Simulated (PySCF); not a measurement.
## MnCl₄: breathing scan

Level of theory: UPBE/[Mn def2-SVP, Cl def2-SVP], no relativity, density fitting, PySCF.

Rigid scan from the quartet minimum (Mn–Cl 2.129 Å (×4); Cl–Mn–Cl 97.6° (×2), Cl–Mn–Cl 115.7° (×4)). Coordinate: all bonds to the central atom scaled together. Energies in kJ/mol from the minimum.

| scale of all bonds to the centre | E (kJ/mol) | ⟨S²⟩ |
| --- | --- | --- |
| 0.88 | 297.7 | 3.77 |
| 0.92 | 113.5 | 3.78 |
| 0.96 | 24.4 | 3.80 |
| 1.00 | 0.0 | 3.84 |
| 1.04 | 18.4 | 3.91 |
| 1.08 | 63.7 | 4.03 |
| 1.14 | 157.1 | 4.36 |
| 1.22 | 292.0 | 4.98 |

Spin contamination is strong at 1.08, 1.14, 1.22, so these points are less reliable.

Other spin states or occupations of the open shell can lie lower.

Other isomers or separated fragments may lie lower.
